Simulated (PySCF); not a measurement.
## Peak assignment

Bonds (- single, = double, # triple, : aromatic): O1=C2, C2-O3, O3-Si4, Si4-O5, Si4-O6, Si4-C7, C7-Si8. C2 carries H9; O5 carries H10; O6 carries H11; C7 carries H12, H13; Si8 carries H14, H15, H16.

Theory: coordinates at the GFN2-xTB level, GIAO PBE0/pcSseg-1 shieldings, in PySCF 2.14 (one averaged value for each set of equivalent atoms, isolated molecule, a single conformation, no relativistic terms).

Shifts are taken against calculated references (same method and geometry level): ¹³C (186.93 ppm), ¹H (31.72 ppm) against TMS.

Problem. Assign these signals to the numbered atoms. ¹³C{¹H} NMR (computed): δ 167.5, -8.0.

Solution. 
167.5 → C2, carbonyl carbon
-8.0 → C7, sp3 CH2 bonded to 2 Si: an electropositive neighbour leaves it electron-rich and shielded

Problem. Assign these signals to the numbered atoms. ¹H NMR (400 MHz, computed): δ 8.09 (s, 1H), 4.02 (t, 3H), 2.93 (br s, 2H), 0.04 (q, 2H).

Solution. 
8.09 → H9, hydrogen on a carbonyl carbon
4.02 → H14/H15/H16, hydrogen on a silicon bonded to C
2.93 → H10/H11, hydrogen on an oxygen bonded to Si: exchangeable; this is the value without hydrogen bonding to other molecules
0.04 → H12/H13, hydrogen on an sp3 CH2 bonded to 2 Si: an electropositive neighbour shields it, as in TMS itself

OH and NH positions are those of a molecule without intermolecular hydrogen bonds; in solution they move with solvent, concentration and temperature, and exchange usually removes their couplings. Shifts are as computed. Against solution values, carbons near 30 ppm lie about +3 ppm off and those near 130 ppm about +5 ppm. Of 1309 compounds with measured shifts, 239 miss one by over three times the rms of a fit or turn the order of signals round; such compounds aren't used in these exercises. No couplings were computed; multiplicities are counted from neighbouring protons, with m where these are inequivalent, close in shift, in a saturated or five-membered ring or joined by F or P, and br s for small geminal =CH2 splittings.
